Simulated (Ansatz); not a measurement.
`[OH][Sn]([OH])([F])[Cl]` → `[F][Sn][Cl]` + hydrogen peroxide at 500 K and 1 bar (stannylene formation by 1,1-elimination).

Isolated molecules relaxed with PBE0-D4/def2-TZVP in Ansatz; ΔE leaves out vibrations. CBS: MP2 limit from def2 TZ/QZ plus the TZ coupled-cluster correction, frozen cores. This one scheme is used for every species. Elements past krypton have def2 core potentials. For Sn outer-core shells are correlated without core-valence functions, which leaves a few kJ/mol of doubt a bond. Each species was taken in one conformer, which may not be the lowest.

```
                  species  CCSD(T)/CBS energy (Eh)  H − E (kJ/mol)  S (J/(mol·K))
`[OH][Sn]([OH])([F])[Cl]`               -925.27059           125.5          443.0
            `[F][Sn][Cl]`               -773.69640            30.5          327.7
                     `OO`               -151.44260            90.9          250.3
```

H − E and S are ideal-gas, rigid-rotor, harmonic terms from PBE0-D4/def2-TZVP, for one conformer and one mirror image of each species. 1 Eh = 2625.50 kJ/mol, R = 8.31446 J/(mol·K).

Q: By hand: ΔE, ΔH, ΔS and ΔG.

A: ΔE = (-773.69640) + (-151.44260) − (-925.27059) = 0.13159 Eh = 345.5 kJ/mol. Δ(H − E) = 30.5 + 90.9 − 125.5 = -4.1, so ΔH = 341.4 kJ/mol. ΔS = 327.7 + 250.3 − 443.0 = 135.0 J/(mol·K). ΔG = 341.4 − 500 × (135.0)/1000 = 273.9 kJ/mol.

Q: By hand: the equilibrium constant, and the temperature at which ΔG would vanish if ΔH and ΔS stayed fixed.

A: log₁₀ K = −ΔG/(RT ln 10) = -28.6. ΔG = 0 at ΔH/ΔS = 2529 K, far beyond where these terms or the molecules hold.

The number of gas molecules changes by +1, which sets the sign of ΔS. A doubt of 5 kJ/mol in ΔE shifts log₁₀ K by 0.5 here. Other conformers and mirror images would add mixing entropy, several J/(mol·K) or more a flexible species. These are equilibria of isolated gas molecules and say nothing of rates. Largest T1 diagnostic: 0.016 (customary marks: 0.02 for closed shells, 0.045 for open ones).
